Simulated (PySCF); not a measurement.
# Working out the ionisation energy of Zn²⁺

Zn²⁺ [Ar] 3d10 (1S) → Zn³⁺ [Ar] 3d9 (2D). Computed with PySCF 2.14 in aug-cc-pVDZ-DK (7s6p4d2f, 59 functions), with the spin-free X2C one-electron Hamiltonian (Gaussian nucleus). Frozen: [Ar]. Energies in hartree (1 hartree = 27.21139 eV):

```tsv
part	Zn²⁺ (lower)	Zn³⁺ (upper)
UHF	-1793.361042	-1791.998382
MP2 opposite-spin	-0.238239	-0.172997
MP2 same-spin	-0.144087	-0.105028
```

Problem. What does Hartree-Fock give?

Solution. (-1791.998382) − (-1793.361042) = 1.362660 hartree = 37.080 eV.

Problem. What do MP2 and SCS-MP2 (6/5 opposite-spin, 1/3 same-spin) give?

Solution. The opposite-spin parts differ by 1.775 eV and the same-spin parts by 1.063 eV. MP2: 37.080 + (1.775) + (1.063) = 39.918 eV. SCS-MP2: 37.080 + 1.2 × (1.775) + (1.063)/3 = 39.564 eV.

A first-order spin-orbit estimate adds -0.140 eV to MP2 (valence), giving 39.778 eV against 39.723 eV (measured; NIST Atomic Spectra Database, ionization energies).

A double-zeta basis recovers only part of the correlation energy.

What remains against the reference includes basis incompleteness, the frozen core and correlation beyond second order.
